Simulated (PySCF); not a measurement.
## Electronic absorption of C5H8NP

Compound: C5H8NP.
SMILES: `CCc1[nH]ccp1`

The calculation used TDDFT CAM-B3LYP/def2-SVPD, vertical, gas phase, core orbitals frozen in the response in PySCF. Isolated species at its PBE0-D3(BJ)/def2-SVP geometry (one conformer only). Torsions of this conformer, `[CH3:1][CH2:2][c:3]1[nH:4][cH:5][cH:6][p:7]1`: C1–C2–C3–N4 73°.

```
state  λ (nm)  E (eV)       f  main configurations (H = HOMO, L = LUMO)
   S1   231.4    5.36   0.154                                 H→L (84%)
   S2   219.6    5.65  0.0060                     H→L+1 (85%), H→L (8%)
   S3   212.6    5.83  0.0056     H→L+3 (38%), H-1→L (34%), H→L+2 (12%)
   S4   206.1    6.02  0.0019     H→L+2 (29%), H→L+6 (18%), H→L+4 (17%)
   S5   198.3    6.25  0.0077                H-2→L (63%), H-2→L+1 (26%)
   S6   190.3    6.52   0.214     H-1→L (48%), H→L+3 (25%), H→L+2 (12%)
   S7   188.7    6.57   0.031                             H-1→L+1 (71%)
   S8   183.2    6.77   0.022                               H→L+5 (72%)
   S9   181.3    6.84   0.017     H→L+6 (32%), H→L+2 (30%), H→L+3 (10%)
  S10   174.2    7.12   0.046   H→L+4 (29%), H-1→L+3 (26%), H→L+6 (17%)
```

Triplets, Tamm–Dancoff:

```json
{"state": "T1", "E (eV)": "3.46", "λ (nm)": "358.8", "main configurations (H = HOMO, L = LUMO)": "H→L (63%), H→L+1 (30%)"}
{"state": "T2", "E (eV)": "4.73", "λ (nm)": "261.9", "main configurations (H = HOMO, L = LUMO)": "H→L+3 (46%), H-1→L+3 (22%), H→L+2 (12%)"}
{"state": "T3", "E (eV)": "5.10", "λ (nm)": "242.9", "main configurations (H = HOMO, L = LUMO)": "H-1→L (62%), H-1→L+1 (28%)"}
{"state": "T4", "E (eV)": "5.29", "λ (nm)": "234.4", "main configurations (H = HOMO, L = LUMO)": "H-2→L (58%), H-2→L+1 (30%)"}
```

The lowest singlet comes at 231 nm (517 kJ/mol) in the ultraviolet; it is strong; its leading configuration is HOMO→LUMO (84%). The strongest level in the table is S6 at 6.52 eV (190 nm, f = 0.214). Löwdin shares by element: HOMO carbon 44% or more, phosphorus 30%, nitrogen 9% (atoms not listed hold the other 17%); LUMO carbon 25% or more, phosphorus 21%, nitrogen 11% (atoms not listed hold the other 43%). Of the 10 states listed, 6 reach f = 0.01 and none stays under 0.0005. The listed states span 1.76 eV. The oscillator strengths of these states sum to 0.506; summed over the whole spectrum of an exact calculation they would give the number of electrons, 60 (Thomas–Reiche–Kuhn). All these states lie below the vertical ionisation energy of 7.96 eV (ΔSCF). Only the lowest 10 singlets were computed, as vertical energies without vibronic structure.

Hardware: Arm Neoverse V2, one thread (shared host). Cost: 2.1 min of wall time (grids of density and orbitals included), 0.98 GiB resident at most.
